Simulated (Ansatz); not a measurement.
**Match the barriers**

Saddle point of CH$_{8}$GeO, singlet (CH₄O ([CH3][OH]) + GeH₄ → CH₆GeO ([CH3][O][GeH3]) + H₂; bonds formed: Ge1–O7, H2–H6; bonds broken: Ge1–H2, H6–O7), PBE0-D4/def2-TZVP structure:

| atom | x (Å) | y (Å) | z (Å) |
| --- | --- | --- | --- |
| Ge1 | -0.5059 | 0.7810 | -1.0711 |
| H2 | 1.4157 | 0.7196 | -1.1388 |
| H3 | -0.5297 | 0.6968 | -2.6032 |
| H4 | -0.3686 | 2.1978 | -0.4907 |
| H5 | -1.8836 | 0.2461 | -0.5749 |
| H6 | 1.2143 | -0.1150 | -0.4634 |
| O7 | 0.3330 | -0.7344 | -0.0629 |
| C8 | 0.1260 | -0.9085 | 1.3295 |
| H9 | 0.5750 | -1.8524 | 1.6431 |
| H10 | 0.5705 | -0.0875 | 1.9018 |
| H11 | -0.9466 | -0.9437 | 1.5307 |

Program: Ansatz 0.2.0. Basis: def2-TZVPP, with def2-QZVPP for the basis limit. Cores are frozen in the correlated methods. Filled d shells of the heavier atoms are correlated. The def2 sets are not built for correlating such inner shells, so the correlated values are less sure here. B3LYP uses VWN-RPA correlation. Extrapolation: Hartree–Fock as exp(−7.88 √X), correlation as X^−2.97. Four methods, as single points on the PBE0-D4 structures, gave these electronic barriers from the start structure: 32.94, 45.33, 50.35, 61.81 kcal/mol.

Task: The methods were, in alphabetical order, B3LYP-D4, BHLYP-D4, HF, SPW92. Which gave which? (A judgement: the text doesn't fix the answer.)

Result: The calculation gives: SPW92 32.94; B3LYP-D4 45.33; BHLYP-D4 50.35; HF 61.81 kcal/mol. For comparison, CCSD(T) at an estimated basis limit (MP2 extrapolated from triple and quadruple zeta, plus CCSD(T) − MP2 in triple zeta) gives 48.34 kcal/mol.

The T1 diagnostic stays at or below 0.014.

Labels in which every atom is bracketed show which atoms are joined, not bond orders.

For scale, one of the runs: CCSD(T)/def2-TZVPP, 222 basis functions, launched by `ansatz run in.yaml --threads 4 --pin off --events-out ev --progress --plain --max-ram 9574MiB`. Hardware: 4 CPU threads of an Arm Neoverse V2, shared host. Wall time 72 s; peak host memory 3.6 GiB.
